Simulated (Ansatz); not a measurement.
`C[SiH]1NC1(F)F` + H₂O → `O[SiH]1NC1(F)F` + CH₄ at 298.15 K and 1 bar (formal hydrolysis of the Si–C bond).

Calculated with Ansatz (gas phase, PBE0-D4/def2-TZVP geometries, no zero-point term in ΔE). CCSD(T)/CBS is the MP2 limit (def2-TZVPP, def2-QZVPP) plus CCSD(T) − MP2 in def2-TZVPP, frozen cores. This one scheme is used for every species. One conformer a species, not always the lowest.

```tsv
species	CCSD(T)/CBS energy (Eh)	H − E (kJ/mol)	S (J/(mol·K))
`C[SiH]1NC1(F)F`	-622.45602	210.4	351.8
H₂O	-76.37941	66.4	188.7
`O[SiH]1NC1(F)F`	-658.41516	151.2	335.4
CH₄	-40.46206	127.4	186.2
```

H − E and S are ideal-gas, rigid-rotor, harmonic terms from PBE0-D4/def2-TZVP, for one conformer and one mirror image of each species. 1 Eh = 2625.50 kJ/mol, R = 8.31446 J/(mol·K).

**Question.** By hand: ΔE, ΔH, ΔS and ΔG.

**Answer.** ΔE = (-658.41516) + (-40.46206) − (-622.45602) − (-76.37941) = -0.04179 Eh = -109.7 kJ/mol. Δ(H − E) = 151.2 + 127.4 − 210.4 − 66.4 = 1.8, so ΔH = -107.9 kJ/mol. ΔS = 335.4 + 186.2 − 351.8 − 188.7 = -18.9 J/(mol·K). ΔG = -107.9 − 298.15 × (-18.9)/1000 = -102.3 kJ/mol.

**Question.** By hand: the equilibrium constant, and the temperature at which ΔG would vanish if ΔH and ΔS stayed fixed.

**Answer.** log₁₀ K = −ΔG/(RT ln 10) = 17.9. ΔG = 0 at ΔH/ΔS = 5709 K, far beyond where these terms or the molecules hold.

ΔH outweighs TΔS. A doubt of 5 kJ/mol in ΔE shifts log₁₀ K by 0.9 here. Other conformers and mirror images would add mixing entropy, several J/(mol·K) or more a flexible species. These are equilibria of isolated gas molecules and say nothing of rates. Largest T1 diagnostic: 0.013 (customary marks: 0.02 for closed shells, 0.045 for open ones).
